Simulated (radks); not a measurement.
Results of a calculation; reference values are marked as such.
Q: Species: Tb LIX. Configuration: [He] 2s2 2p3. Level of theory: Dirac Kohn-Sham, PBE, spin-unpolarised, spherical densities, finite nucleus; open shells fill j = l - 1/2 first; Fermi nuclear charge, rms radius 5.06 fm (a radial shooting solver on a logarithmic mesh with Libxc functionals). Some entries of the table are withheld. Estimate them.

orbital  occ.  eigenvalue (hartree)  <r> (bohr)
1s1/2       2                   (1)         (2)
2s1/2       2                   (3)     0.08797
2p1/2       2             -486.3785         (4)
2p3/2       1             -456.5158         (5)

A: 
(1) 1s1/2 eigenvalue (hartree): -2108.597
(2) 1s1/2 <r> (bohr): 0.02146
(3) 2s1/2 eigenvalue (hartree): -496.3898
(4) 2p1/2 <r> (bohr): 0.07296
(5) 2p3/2 <r> (bohr): 0.07937
